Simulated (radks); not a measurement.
Species: the arsenic ion As+. Configuration: [Ar] 3d10 4s1.75 4p2 5s0.25 (fractional occupations, a model configuration). All-electron calculation, scalar-relativistic Kohn-Sham, PBE, spin-polarised, spherical densities, point nucleus; open shells are filled with parallel spins first. Program: a radial shooting solver on a logarithmic mesh with Libxc functionals.

Unscreened Slater integrals over Kohn-Sham orbitals (cm^-1). They are taken over the spin-up orbitals. Empty in this configuration: 4d.

integral    value
F0(5s,5s)   38825
F0(5s,4p)   48282
G1(5s,4p)  4820.8
F0(5s,4s)   49434
G0(5s,4s)  2664.1
F0(5s,3d)   53003
G2(5s,3d)  1477.6
F0(5s,4d)   41320
G2(5s,4d)   16992
F0(4p,4p)   88103
F2(4p,4p)   46262
F0(4p,4s)   95865
G1(4p,4s)   63120
F0(4p,3d)  114580
F2(4p,3d)   22885
G1(4p,3d)  8234.5
G3(4p,3d)  7257.5
F0(4p,4d)   56916
F2(4p,4d)   22494
G1(4p,4d)   23858
G3(4p,4d)   14246
F0(4s,4s)  106490
F0(4s,3d)  135520
G2(4s,3d)   12590
F0(4s,4d)   58635
G2(4s,4d)   12900
F0(3d,3d)  298630
F2(3d,3d)  140340
F4(3d,3d)   87754
F0(3d,4d)   62415
F2(3d,4d)  5939.8
F4(3d,4d)  2156.8
G0(3d,4d)  2065.0
G2(3d,4d)  1985.9
G4(3d,4d)  1414.3
F0(4d,4d)   45500
F2(4d,4d)   22595
F4(4d,4d)   14478

Derived for the open shells (J is the average intra-shell exchange parameter used in DFT+U). 4p: J = F2/5 = 9252 cm^-1; in LS coupling 1D lies 6 F2/25 = 11100 cm^-1 above 3P.
